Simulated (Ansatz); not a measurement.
Ga₄O₉H₆⁺, relaxed as a doublet with UKS r2SCAN-D4/def2-SVP in Ansatz, starting from the r2SCAN-D4/def2-SVP geometry of the neutral singlet. Force threshold 0.03 eV/Å.

The structure holds one bond between oxygen atoms, so isomers without such links may lie far lower. The relaxation made no stability test and no search for a lower SCF solution. The structure comes from a short search, and lower isomers may exist.

Start:

| atom | x (Å) | y (Å) | z (Å) |
| --- | --- | --- | --- |
| Ga1 | -1.0044 | 1.0682 | 0.8374 |
| Ga2 | 0.8378 | -0.3226 | -1.2743 |
| Ga3 | -1.9934 | -0.5410 | -1.7315 |
| Ga4 | 2.0702 | 0.0338 | 1.0013 |
| O5 | -0.3212 | 0.1607 | -2.6791 |
| O6 | -0.5306 | -0.7369 | 1.7302 |
| O7 | 0.8559 | -0.8229 | 2.1878 |
| O8 | -2.2540 | 0.5613 | -0.3706 |
| O9 | -0.5781 | -1.6642 | -0.9206 |
| O10 | 0.6630 | 1.0272 | 0.0306 |
| O11 | 2.3866 | -0.8794 | -0.6187 |
| O12 | -1.3069 | 2.3036 | 2.0726 |
| O13 | 3.4107 | 0.7762 | 1.9029 |
| H14 | -0.5904 | -1.4153 | 1.0187 |
| H15 | -2.2374 | 2.3511 | 2.3264 |
| H16 | -0.3808 | -2.5691 | -1.2065 |
| H17 | -2.9552 | -1.2135 | -2.7215 |
| H18 | 4.2215 | 0.7955 | 1.3780 |
| H19 | -0.2933 | 1.0874 | -2.9631 |

Q: Estimate the energy that the relaxation releases and the steps that it takes.

A: 25.5 kcal/mol, in 34 steps; 17 min on 4 threads of Arm Neoverse V1 on a shared host. The force fell under the threshold at step 31, but the optimiser went on. No frequencies were taken in this run, so the end may be a saddle point.

Q: Does the start keep its bonding?

A: Bonds lost: Ga1–O6 (atoms count from 1).

Q: Predict the relaxed structure.

A: 
Cartesian coordinates in Å:
```
Ga -1.349 1.094 0.512
Ga 0.563 -0.665 -1.386
Ga -2.058 -0.053 -2.392
Ga 2.073 -0.115 0.731
O -0.140 0.353 -2.799
O 0.597 -0.744 3.028
O 1.574 -1.319 2.357
O -2.346 0.954 -0.932
O -1.074 -1.581 -1.561
O 0.311 0.387 0.211
O 2.193 -1.105 -0.791
O -1.632 1.681 2.141
O 3.104 0.930 1.710
H 0.579 -1.213 3.896
H -2.497 2.093 2.279
H -1.178 -2.516 -1.788
H -2.973 -0.351 -3.579
H 4.040 0.970 1.465
H 0.214 1.201 -3.103
```
Bond lengths (bridged metal pairs left out): 14 × Ga–O 1.75 to 2.08 Å; 1 × O–O 1.32 Å; 5 × H–O 0.97 to 0.99 Å; 1 × Ga–H 1.53 Å.
